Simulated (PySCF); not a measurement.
MgTl and its ions

PBE0; basis Mg aug-cc-pVDZ, Tl aug-cc-pVDZ-PP with ECP60; scalar-relativistic core potentials; PySCF 2.14. Neutral (UKS): doublet (π ↑), Re = 3.033 Å, ωe = 142 cm⁻¹, De = 0.41 eV, HOMO -3.58 eV, LUMO -2.13 eV.

MgTl⁺ (UKS): singlet (closed shell), Re = 3.334 Å, ωe = 125 cm⁻¹. The energies at the minima are -372.47037 hartree for MgTl and -372.28356 for MgTl⁺.

Question: Work out the adiabatic ionisation energy, without and with harmonic zero-point energies (1 hartree = 27.2114 eV, 1 eV = 8065.5 cm⁻¹), and the change of the bond length.

Answer: At PBE0: 0.18681 hartree = 5.083 eV between the minima; the zero-point term (125.0 − 142.0)/2 cm⁻¹ = -0.001 eV makes it 5.082 eV. Re changes by +30.1 pm against the neutral. The electron leaves a π orbital, and the longer bond of the ion fits a bonding orbital, or a change in how ionic the bond is.

Closed-shell solutions of metal pairs were not tested for spin polarisation, which can lower them a little. Weak bonds: MgTl. Basis-set superposition, not corrected here, can be much of De in a small basis, most of all at correlated wavefunction levels. These are scalar-relativistic numbers at best; spin–orbit coupling would shift them, the dissociation energy most. States were picked by a PBE0 search and need not be the measured ground states.
